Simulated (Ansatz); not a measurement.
Species: C4H10O, net charge 0, singlet state. SMILES: CC(C)CO
Structure (B3LYP-D3(BJ)/def2-TZVP (Ansatz, a quantum-chemistry and plane-wave program) minimum search):
```xyz
15

C     -1.6569    -0.7964    -0.3856
C     -0.5228     0.0477     0.1947
C     -0.4662     1.4303    -0.4530
C      0.8014    -0.6876     0.0491
O      1.8200     0.0545     0.7163
H     -2.6169    -0.2924    -0.2622
H     -1.7250    -1.7709     0.1027
H     -1.5095    -0.9663    -1.4559
H     -0.6973     0.1753     1.2686
H     -0.3111     1.3425    -1.5325
H      0.3503     2.0219    -0.0410
H     -1.4004     1.9726    -0.2940
H      0.7135    -1.6921     0.4817
H      1.0401    -0.8001    -1.0178
H      2.6631    -0.3907     0.5888
```

Quantity: atomisation energy (electronic, to ground-state atoms), in eV. Cores are frozen in the correlated levels unless marked. Open shells are spin-unrestricted. No spin-orbit coupling. Non-relativistic. The coupled-cluster limit lacks core correlation, which all-electron functionals hold. CBS marks a two-point X^-3 extrapolation of the correlation energy; Hartree-Fock from the larger set.

| level | program | atomisation energy (eV) | minus last row |
|---|---|---|---|
| SVWN5/def2-TZVPD | Ansatz | 69.00 | 8.33 |
| PBE0/def2-QZVPP | Ansatz | 60.74 | 0.07 |
| CAM-B3LYP/def2-TZVPD | Ansatz | 60.68 | 0.01 |
| B2PLYP/def2-TZVPD | Ansatz | 59.85 | -0.82 |
| MP2/cc-pVDZ | Ansatz | 57.06 | -3.61 |
| CCSD(T)/aug-cc-pVTZ | Ansatz | 59.66 | -1.01 |
| CCSD(T)/CBS(cc-pVTZ,cc-pVQZ) | Ansatz | 60.67 | 0.00 |
